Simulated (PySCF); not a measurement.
C4H16GeSi2, SMILES CC(C)(C)[SiH2][SiH2][GeH3], singlet at its GFN2-xTB optimised geometry (Å):

```
23

C      1.0739    -2.4925     0.5423
C      1.6201    -1.4493    -0.4312
C      1.2217    -1.8397    -1.8536
C      3.1444    -1.4273    -0.3324
Si     0.9067     0.2820     0.0000
Si    -1.4142     0.2820     0.0000
Ge    -2.2614     2.4600     0.0000
H      1.3405    -2.2430     1.5676
H      1.4845    -3.4774     0.3181
H     -0.0113    -2.5563     0.4769
H      0.1389    -1.8857    -1.9576
H      1.6052    -1.1200    -2.5744
H      1.6262    -2.8195    -2.1087
H      3.5598    -2.4035    -0.5836
H      3.5663    -0.6942    -1.0165
H      3.4633    -1.1734     0.6763
H      1.4732     1.2417    -0.9640
H      1.4563     0.6655     1.3122
H     -1.9801    -0.4082     1.1682
H     -2.0067    -0.4172    -1.1504
H     -1.3603     3.4774     0.6410
H     -3.5663     2.6897     0.7081
H     -2.5166     3.0641    -1.3511
```

Level of theory: PBE/def2-SVP in PySCF. Cells within 0.4 Å of a nucleus heavier than hydrogen are left out (blank, or x).

Map of the Laplacian of the electron density (e/bohr⁵), clipped to [-1.50, 1.50] on the plane z = 0.6 Å:

```
|55555555555555555555555555555|
|55555555555555555555555555555|
|55555555555555555555555555555|
|55555555555555555555555555555|
|55555555555555555555555555555|
|55555555555455555555555555555|
|55555555553055555555555555555|
|55555534674455555555555555555|
|55555414997555555555555555555|
|55555555996555555555555555555|
|55555555555555555555555555555|
|55555555554555555555555555555|
|55555555555555555445555555555|
|55555555547954459645555555555|
|55555555545754458555555555555|
|55555555544455555555555555555|
|55555555555555555555554555555|
|55555555555555555555540455555|
|55555555555555555555555555555|
|55555555555555448755555555555|
|5555555555555502xx55555555555|
|55555555555555554255555555555|
|55555555555555555345555555555|
|55555555555555555555555555555|
|55555555555555555555555555555|
|55555555555555555555555555555|
|55555555555555555555555555555|
|55555555555555555555555555555|
|55555555555555555555555555555|
```
Scale: ten equal steps from -1.50 (start of '0') to 1.50 (end of '9'), in the order '0123456789'; x runs from -6.00 to 6.00, y from -6.00 (bottom) to 6.00 (top).
